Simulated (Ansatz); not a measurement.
Ansatz (a quantum-chemistry and plane-wave program) input (HSE06/def2-TZVPD):

Ansatz 0.2 input:
```yaml
crystal:
  periodic: [false, false, false]
  atoms:
    - {symbol: O, position_ang: [-0.07973044, -0.05152377, 0.00435333]}
    - {symbol: B, position_ang: [-1.17086642, -0.76811983, -0.00146946]}
    - {symbol: H, position_ang: [-1.82319322, -1.02611828, 0.96610258]}
    - {symbol: B, position_ang: [1.05362488, 0.66875448, -0.12661320]}
    - {symbol: H, position_ang: [0.95342051, 1.83703381, -0.33284290]}
    - {symbol: H, position_ang: [2.09382392, 0.09810137, -0.02767304]}
basis:
  gaussian:
    orbitals: def2-TZVPD
hamiltonian:
  xc: {name: HSE06}
magnetization: {spin_polarized: true, initial_magnetization: 1}
output: {forces: true}
```

End of the output:

```
mean field evaluation 2: about -3427.3124 eV, gradient 6.7e1 eV
mean field evaluation 4: about -3444.6556 eV, gradient 1.6e0 eV
mean field evaluation 8: about -3444.6749 eV, gradient 5.5e-2 eV
mean field evaluation 16: about -3444.6771 eV, gradient 8.8e-5 eV
mean field -3444.67707270 eV, -126.5895475358 hartree, gradient 8.8e-5 eV, S^2 0.754242; 0 other end points of the search recorded, 0 dependent functions left out
the calculation of the forces begins
reference -3444.67711899 eV, -126.5895492368 hartree; 11, 10 occupied and 130, 131 virtual orbitals, 667 factors
Total energy: -3444.67711899 eV, -126.5895492368 hartree
Atom 0 at    -0.079730    -0.051524     0.004353 Å, force     0.077305     0.050264    -0.002466 eV/Å
Atom 1 at    -1.170866    -0.768120    -0.001469 Å, force     0.101906     0.051673    -0.086373 eV/Å
Atom 2 at    -1.823193    -1.026118     0.966103 Å, force    -0.038742    -0.012285     0.074774 eV/Å
Atom 3 at     1.053625     0.668754    -0.126613 Å, force    -0.207583    -0.132592     0.020186 eV/Å
Atom 4 at     0.953421     1.837034    -0.332843 Å, force    -0.019239     0.101976    -0.017189 eV/Å
Atom 5 at     2.093824     0.098101    -0.027673 Å, force     0.086353    -0.059036     0.011068 eV/Å
Dipole moment:     0.045873     0.046271     0.092238 e Å
```

It need not be the lowest isomer of its formula.
